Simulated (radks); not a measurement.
Charge is removed step by step from the 6s1/2 level of neutral europium, starting from [Xe] 4f7 6s2. Method: Dirac Kohn-Sham, PBE, spin-unpolarised, spherical densities, finite nucleus; open shells are shared between the two j in proportion to 2j + 1; Fermi nuclear charge, rms radius 5.1115 fm; computed with a radial shooting solver on a logarithmic mesh with Libxc functionals.

| removed (e) | E - E(0) (eV) | eigenvalue (eV) | E minus straight line (eV) |
|---|---|---|---|
| 0 | 0.000 | -3.623 | 0.000 |
| 0.125 | 0.489 | -4.199 | -0.264 |
| 0.25 | 1.050 | -4.787 | -0.455 |
| 0.375 | 1.686 | -5.385 | -0.572 |
| 0.5 | 2.397 | -5.994 | -0.613 |
| 0.625 | 3.185 | -6.613 | -0.578 |
| 0.75 | 4.051 | -7.241 | -0.465 |
| 0.875 | 4.995 | -7.878 | -0.272 |
| 1 | 6.020 | -8.524 | 0.000 |

Removing the whole electron costs 6.020 eV by Delta-SCF, against 3.623 eV from minus the eigenvalue at the starting occupation. Slater's transition state (half an electron removed) gives 5.994 eV. Integrating minus the eigenvalue over the occupation (Janak's theorem) gives 6.020 eV. The mean slope of the eigenvalue, de/dn, is 4.90 eV per electron. Ionisation energy of Eu in the NIST Atomic Spectra Database: 5.670 eV (measured).

Beside tabulated values, note that spin-unpolarised runs miss the spin-polarisation part of the exchange energy of open shells.
